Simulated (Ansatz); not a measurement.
Born–Oppenheimer molecular dynamics of C₄H₁₂SSi (18 atoms, charge 0, multiplicity 1). It goes on from the last frame of an earlier run, with new velocities.

Level of theory: RKS PBE-D4/STO-3G (Ansatz).

```yaml
ensemble: NVT, Nosé–Hoover chain
time_step: 0.5 fs
steps_asked: 250
set_temperature: 300 K
thermostat: time constant 100 fs, chain length 3 (defaults)
temperature_schedule: 62 steps to 300 K, then 188 steps to 10 K
seed: 328268
```

Frames 0.5 fs apart, positions in Å, forces in eV/Å.

Velocities at 100.0 fs (Å/ps):

```
C 6.05 -1.87 -3.73
Si -1.91 2.08 -0.50
C -6.09 -3.32 8.73
C -1.71 -2.68 -0.98
C 0.95 2.21 8.04
S 1.88 0.25 -2.00
H -25.58 -13.45 -6.57
H -11.37 39.81 17.00
H 7.24 -19.68 -20.01
H 3.85 -5.48 13.82
H -15.04 -1.49 -5.11
H -10.35 3.40 -15.11
H 12.34 -10.33 -6.01
H -2.98 -2.18 -2.76
H -4.37 -4.51 -17.68
H 15.79 18.81 -23.54
H 13.04 -1.19 -15.06
H 20.44 -2.29 15.00
```

```xyz
18
Properties=species:S:1:pos:R:3:forces:R:3 time_fs=100.0 energy_less_start_eV=-0.095 T=278
C 1.119 -2.176 -0.961 2.26 -0.81 0.13
Si 0.548 -1.221 0.545 -0.57 0.39 0.24
C -0.389 0.472 0.196 0.26 -1.92 -0.17
C -0.217 1.078 -1.229 1.52 -0.44 1.42
C 0.031 1.528 1.200 -0.42 2.13 0.03
S -2.166 0.002 0.426 -0.57 1.71 -0.33
H 2.079 -1.809 -1.468 -1.35 -0.21 0.83
H 1.297 -3.260 -0.719 0.06 0.78 0.20
H 0.355 -2.221 -1.698 -1.26 0.25 -1.38
H 1.674 -0.964 1.402 0.44 0.20 0.18
H -0.354 -2.068 1.353 0.22 0.25 -0.42
H 0.862 1.150 -1.496 -0.42 0.24 -0.10
H -0.702 2.047 -1.220 -0.19 0.91 -0.37
H -0.725 0.423 -1.887 -0.76 -0.98 -1.76
H -0.575 2.445 1.006 0.02 -0.18 0.17
H -0.148 1.267 2.228 -0.18 -0.57 1.19
H 1.064 1.884 1.125 0.65 -0.33 -0.26
H -2.619 1.320 0.091 0.28 -1.43 0.39
18
Properties=species:S:1:pos:R:3:forces:R:3 time_fs=100.5 energy_less_start_eV=-0.138 T=297
C 1.123 -2.177 -0.963 1.39 -0.29 -0.02
Si 0.547 -1.220 0.544 -0.49 0.34 0.28
C -0.392 0.470 0.200 0.43 -1.82 -0.28
C -0.218 1.077 -1.229 1.45 -0.73 1.39
C 0.032 1.529 1.204 -0.10 2.33 -0.91
S -2.165 0.002 0.425 -0.59 1.56 -0.26
H 2.065 -1.816 -1.471 -0.87 -0.05 0.66
H 1.291 -3.239 -0.710 0.22 0.08 0.32
H 0.357 -2.230 -1.710 -1.03 0.28 -1.06
H 1.677 -0.967 1.409 0.31 0.17 0.08
H -0.361 -2.069 1.350 0.28 0.28 -0.45
H 0.857 1.152 -1.504 -0.30 0.20 -0.08
H -0.696 2.043 -1.223 -0.32 1.11 -0.34
H -0.728 0.420 -1.891 -0.70 -0.88 -1.63
H -0.577 2.443 0.997 0.07 -0.17 0.24
H -0.141 1.276 2.217 -0.32 -0.75 1.94
H 1.071 1.883 1.117 0.37 -0.39 -0.22
H -2.608 1.317 0.099 0.19 -1.28 0.34
18
Properties=species:S:1:pos:R:3:forces:R:3 time_fs=101.0 energy_less_start_eV=-0.169 T=310
C 1.126 -2.178 -0.965 0.30 0.26 -0.24
Si 0.546 -1.219 0.544 -0.37 0.31 0.32
C -0.395 0.468 0.204 0.59 -1.69 -0.38
C -0.219 1.075 -1.229 1.19 -1.04 1.22
C 0.032 1.531 1.208 0.21 2.44 -1.67
S -2.164 0.003 0.424 -0.59 1.32 -0.17
H 2.048 -1.823 -1.472 -0.28 0.15 0.42
H 1.286 -3.219 -0.701 0.38 -0.68 0.47
H 0.357 -2.239 -1.724 -0.70 0.30 -0.64
H 1.680 -0.969 1.417 0.17 0.14 -0.03
H -0.368 -2.069 1.346 0.32 0.29 -0.47
H 0.850 1.155 -1.512 -0.14 0.16 -0.05
H -0.691 2.042 -1.228 -0.41 1.19 -0.32
H -0.732 0.416 -1.898 -0.53 -0.66 -1.36
H -0.579 2.440 0.989 0.10 -0.13 0.30
H -0.134 1.283 2.212 -0.41 -0.86 2.49
H 1.079 1.881 1.108 0.09 -0.44 -0.16
H -2.597 1.311 0.108 0.09 -1.05 0.28
18
Properties=species:S:1:pos:R:3:forces:R:3 time_fs=101.5 energy_less_start_eV=-0.180 T=314
C 1.130 -2.179 -0.966 -0.90 0.75 -0.44
Si 0.545 -1.218 0.544 -0.24 0.29 0.34
C -0.398 0.465 0.208 0.74 -1.56 -0.48
C -0.219 1.073 -1.229 0.79 -1.30 0.94
C 0.032 1.533 1.211 0.47 2.40 -2.11
S -2.164 0.003 0.423 -0.57 1.01 -0.07
H 2.031 -1.830 -1.471 0.40 0.39 0.12
H 1.282 -3.199 -0.690 0.52 -1.42 0.61
H 0.355 -2.247 -1.739 -0.33 0.32 -0.17
H 1.683 -0.970 1.424 0.03 0.10 -0.14
H -0.374 -2.068 1.341 0.34 0.28 -0.47
H 0.843 1.157 -1.520 0.03 0.12 -0.04
H -0.687 2.043 -1.233 -0.44 1.14 -0.29
H -0.737 0.410 -1.909 -0.30 -0.34 -0.99
H -0.581 2.437 0.982 0.12 -0.07 0.36
H -0.128 1.288 2.212 -0.45 -0.89 2.73
H 1.088 1.878 1.100 -0.19 -0.47 -0.10
H -2.586 1.302 0.117 -0.04 -0.74 0.20
18
Properties=species:S:1:pos:R:3:forces:R:3 time_fs=102.0 energy_less_start_eV=-0.174 T=309
C 1.133 -2.180 -0.968 -2.07 1.10 -0.58
Si 0.544 -1.217 0.544 -0.08 0.28 0.35
C -0.401 0.462 0.212 0.88 -1.40 -0.56
C -0.219 1.071 -1.229 0.30 -1.46 0.61
C 0.033 1.536 1.214 0.64 2.21 -2.16
S -2.163 0.004 0.422 -0.53 0.62 0.05
H 2.015 -1.836 -1.471 1.11 0.64 -0.21
H 1.279 -3.183 -0.678 0.63 -2.02 0.72
H 0.352 -2.255 -1.755 0.03 0.33 0.28
H 1.687 -0.972 1.431 -0.11 0.07 -0.24
H -0.379 -2.066 1.335 0.34 0.25 -0.45
H 0.837 1.160 -1.528 0.21 0.07 -0.02
H -0.684 2.047 -1.238 -0.41 0.96 -0.25
H -0.743 0.403 -1.922 -0.04 0.00 -0.58
H -0.582 2.433 0.975 0.12 0.02 0.40
H -0.123 1.290 2.219 -0.42 -0.82 2.58
H 1.095 1.874 1.091 -0.42 -0.49 -0.04
H -2.575 1.292 0.127 -0.18 -0.37 0.10
18
Properties=species:S:1:pos:R:3:forces:R:3 time_fs=102.5 energy_less_start_eV=-0.157 T=300
C 1.136 -2.181 -0.971 -3.09 1.23 -0.63
Si 0.543 -1.216 0.544 0.07 0.29 0.33
C -0.403 0.459 0.216 1.01 -1.23 -0.65
C -0.219 1.069 -1.228 -0.21 -1.49 0.26
C 0.034 1.539 1.217 0.73 1.89 -1.85
S -2.162 0.004 0.421 -0.49 0.18 0.17
H 2.002 -1.840 -1.471 1.75 0.86 -0.52
H 1.278 -3.172 -0.664 0.69 -2.37 0.77
H 0.349 -2.261 -1.771 0.33 0.33 0.68
H 1.690 -0.973 1.437 -0.23 0.05 -0.34
H -0.383 -2.064 1.327 0.33 0.21 -0.41
H 0.831 1.164 -1.536 0.37 0.03 0.00
H -0.682 2.054 -1.244 -0.33 0.68 -0.21
H -0.749 0.397 -1.936 0.21 0.33 -0.16
H -0.583 2.430 0.970 0.11 0.12 0.44
H -0.119 1.291 2.232 -0.33 -0.66 2.08
H 1.102 1.869 1.082 -0.59 -0.48 0.03
H -2.565 1.281 0.137 -0.33 0.05 0.00
18
Properties=species:S:1:pos:R:3:forces:R:3 time_fs=103.0 energy_less_start_eV=-0.138 T=289
C 1.138 -2.181 -0.973 -3.80 1.11 -0.59
Si 0.542 -1.214 0.544 0.23 0.30 0.30
C -0.405 0.456 0.220 1.13 -1.05 -0.72
C -0.219 1.067 -1.228 -0.67 -1.41 -0.07
C 0.034 1.542 1.219 0.74 1.46 -1.29
S -2.161 0.005 0.420 -0.44 -0.28 0.30
H 1.993 -1.842 -1.472 2.22 1.01 -0.74
H 1.278 -3.167 -0.649 0.71 -2.39 0.72
H 0.347 -2.267 -1.784 0.57 0.32 1.00
H 1.693 -0.974 1.443 -0.34 0.02 -0.42
H -0.386 -2.061 1.319 0.29 0.15 -0.36
H 0.826 1.167 -1.544 0.49 -0.02 0.02
H -0.680 2.062 -1.251 -0.23 0.32 -0.15
H -0.754 0.391 -1.951 0.43 0.61 0.21
H -0.584 2.427 0.966 0.08 0.23 0.46
H -0.116 1.290 2.250 -0.22 -0.44 1.36
H 1.108 1.863 1.073 -0.71 -0.45 0.09
H -2.555 1.270 0.147 -0.48 0.50 -0.10
18
Properties=species:S:1:pos:R:3:forces:R:3 time_fs=103.5 energy_less_start_eV=-0.123 T=280
C 1.140 -2.182 -0.975 -4.12 0.79 -0.50
Si 0.541 -1.213 0.544 0.38 0.32 0.24
C -0.407 0.452 0.224 1.22 -0.85 -0.79
C -0.219 1.064 -1.227 -1.04 -1.23 -0.37
C 0.035 1.546 1.221 0.68 0.98 -0.63
S -2.161 0.005 0.419 -0.39 -0.73 0.41
H 1.989 -1.842 -1.475 2.42 1.05 -0.82
H 1.280 -3.168 -0.632 0.68 -2.09 0.55
H 0.347 -2.272 -1.795 0.72 0.30 1.22
H 1.695 -0.976 1.447 -0.42 0.00 -0.48
H -0.389 -2.058 1.310 0.24 0.08 -0.29
H 0.822 1.170 -1.552 0.56 -0.06 0.06
H -0.680 2.071 -1.258 -0.11 -0.05 -0.09
H -0.759 0.386 -1.965 0.61 0.83 0.53
H -0.585 2.425 0.962 0.05 0.34 0.47
H -0.114 1.288 2.271 -0.10 -0.20 0.53
H 1.111 1.855 1.064 -0.75 -0.39 0.15
H -2.546 1.261 0.157 -0.62 0.93 -0.19
18
Properties=species:S:1:pos:R:3:forces:R:3 time_fs=104.0 energy_less_start_eV=-0.114 T=274
C 1.141 -2.182 -0.977 -4.00 0.36 -0.40
Si 0.540 -1.212 0.544 0.52 0.33 0.16
C -0.409 0.449 0.227 1.29 -0.64 -0.84
C -0.219 1.061 -1.227 -1.27 -0.99 -0.63
C 0.036 1.550 1.223 0.56 0.48 0.03
S -2.160 0.006 0.418 -0.36 -1.13 0.50
H 1.991 -1.839 -1.480 2.31 0.97 -0.73
H 1.283 -3.173 -0.613 0.61 -1.55 0.29
H 0.348 -2.276 -1.804 0.79 0.27 1.34
H 1.696 -0.977 1.450 -0.48 -0.01 -0.52
H -0.391 -2.055 1.300 0.18 0.00 -0.21
H 0.819 1.173 -1.559 0.57 -0.11 0.11
H -0.679 2.079 -1.266 0.00 -0.41 -0.03
H -0.762 0.384 -1.978 0.72 0.96 0.78
H -0.585 2.423 0.960 0.02 0.45 0.48
H -0.112 1.286 2.293 0.02 0.03 -0.27
H 1.113 1.847 1.056 -0.73 -0.32 0.19
H -2.539 1.253 0.166 -0.74 1.30 -0.26
18
Properties=species:S:1:pos:R:3:forces:R:3 time_fs=104.5 energy_less_start_eV=-0.109 T=270
C 1.140 -2.181 -0.980 -3.49 -0.08 -0.29
Si 0.539 -1.211 0.543 0.64 0.34 0.07
C -0.410 0.445 0.231 1.35 -0.41 -0.89
C -0.220 1.057 -1.226 -1.37 -0.70 -0.84
C 0.038 1.554 1.224 0.40 0.01 0.59
S -2.159 0.006 0.417 -0.37 -1.41 0.57
H 1.998 -1.834 -1.486 1.93 0.78 -0.48
H 1.288 -3.182 -0.594 0.51 -0.88 -0.03
H 0.351 -2.279 -1.809 0.77 0.23 1.36
H 1.696 -0.978 1.452 -0.51 -0.02 -0.54
H -0.392 -2.052 1.289 0.10 -0.08 -0.12
H 0.818 1.176 -1.567 0.51 -0.16 0.18
H -0.679 2.087 -1.273 0.09 -0.73 0.04
H -0.763 0.384 -1.989 0.78 1.02 0.95
H -0.586 2.423 0.959 0.00 0.53 0.48
H -0.109 1.284 2.315 0.11 0.23 -0.96
H 1.114 1.838 1.048 -0.65 -0.23 0.23
H -2.534 1.249 0.175 -0.81 1.56 -0.30
18
Properties=species:S:1:pos:R:3:forces:R:3 time_fs=105.0 energy_less_start_eV=-0.102 T=265
C 1.140 -2.181 -0.982 -2.70 -0.45 -0.18
Si 0.538 -1.210 0.543 0.74 0.34 -0.05
C -0.412 0.441 0.234 1.38 -0.18 -0.93
C -0.221 1.054 -1.226 -1.33 -0.40 -0.99
C 0.039 1.558 1.226 0.19 -0.41 1.02
S -2.159 0.006 0.416 -0.41 -1.55 0.60
H 2.010 -1.827 -1.494 1.35 0.51 -0.14
H 1.295 -3.193 -0.576 0.40 -0.19 -0.38
H 0.356 -2.282 -1.810 0.67 0.18 1.29
H 1.695 -0.979 1.453 -0.50 -0.02 -0.53
H -0.394 -2.049 1.279 0.02 -0.17 -0.03
H 0.818 1.179 -1.574 0.41 -0.21 0.26
H -0.678 2.093 -1.280 0.16 -0.98 0.11
H -0.763 0.386 -1.997 0.78 1.00 1.03
H -0.586 2.424 0.959 -0.01 0.57 0.48
H -0.107 1.282 2.334 0.18 0.39 -1.51
H 1.112 1.828 1.041 -0.51 -0.12 0.25
H -2.531 1.249 0.183 -0.84 1.67 -0.32
18
Properties=species:S:1:pos:R:3:forces:R:3 time_fs=105.5 energy_less_start_eV=-0.089 T=257
C 1.138 -2.181 -0.985 -1.73 -0.71 -0.02
Si 0.537 -1.208 0.543 0.82 0.33 -0.18
C -0.413 0.437 0.237 1.39 0.07 -0.97
C -0.222 1.050 -1.226 -1.16 -0.10 -1.06
C 0.040 1.562 1.229 -0.04 -0.76 1.31
S -2.158 0.006 0.415 -0.50 -1.53 0.61
H 2.026 -1.819 -1.502 0.68 0.22 0.24
H 1.302 -3.205 -0.557 0.29 0.44 -0.70
H 0.362 -2.285 -1.809 0.50 0.12 1.11
H 1.692 -0.980 1.452 -0.48 -0.02 -0.50
H -0.395 -2.046 1.268 -0.06 -0.26 0.06
H 0.818 1.181 -1.580 0.28 -0.26 0.35
H -0.677 2.096 -1.287 0.20 -1.15 0.18
H -0.760 0.391 -2.003 0.72 0.91 1.04
H -0.587 2.426 0.961 0.01 0.58 0.48
H -0.104 1.281 2.350 0.23 0.51 -1.90
H 1.110 1.818 1.034 -0.33 -0.01 0.26
H -2.529 1.252 0.190 -0.81 1.62 -0.30
```

Of the whole run (125 fs, mean temperature of the second half 259 K): The conserved energy stayed within 0.32 meV per atom of its start (net change -0.32 meV per atom), so the integration is sound. The schedule's set-point averaged 106 K over the second half and the system 259 K, so it lags behind the ramp. A run of 0.12 ps of so small a system gives no equilibrium averages. Limits of this set-up: minimal basis.

Run time: 13 min on 1 CPU thread of a shared host.
